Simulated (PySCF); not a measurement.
Curvature of the energy in the electron number along the 4p block

Calculated with PySCF 2.14, in def2-SVP, non-relativistic: one orbital is emptied in steps, and each cell gives the departure of E from the straight line at half an electron, in eV (from a cubic fit). The exact functional gives zero.

```tsv
species	orbital	LDA	PBE	r2SCAN	PBE0	BHandHLYP	LC-wPBE	wB97X	UHF
Ga	4p alpha	-0.81	-0.79	-0.73	-0.57	-0.38	-0.01	-0.08	0.07
Ge	4p alpha	-0.94	-0.91	-0.84	-0.65	-0.42	-0.03	-0.10	0.11
As	4p alpha	-1.06	-1.03	-0.95	-0.73	-0.47	-0.07	-0.13	0.14
Se	4p beta	-1.09	-1.04	-0.95	-0.74	-0.49	-0.06	-0.21	0.17
Br	4p beta	-1.20	-1.15	-1.06	-0.81	-0.52	-0.11	-0.24	0.20
Kr	4p beta	-1.31	-1.27	-1.16	-0.89	-0.55	-0.17	-0.28	0.22
```

Question: How does the mean departure depend on the functional?

Answer: LDA -1.07 eV; PBE -1.03 eV; r2SCAN -0.95 eV; PBE0 -0.73 eV; BHandHLYP -0.47 eV; LC-wPBE -0.07 eV; wB97X -0.17 eV; UHF 0.15 eV. Semilocal functionals are convex (delocalisation error), Hartree-Fock is concave or straight, and exact exchange removes curvature roughly in proportion to its share, so among the functionals the range-separated hybrids usually come closest to zero.

No spin-orbit coupling is included.
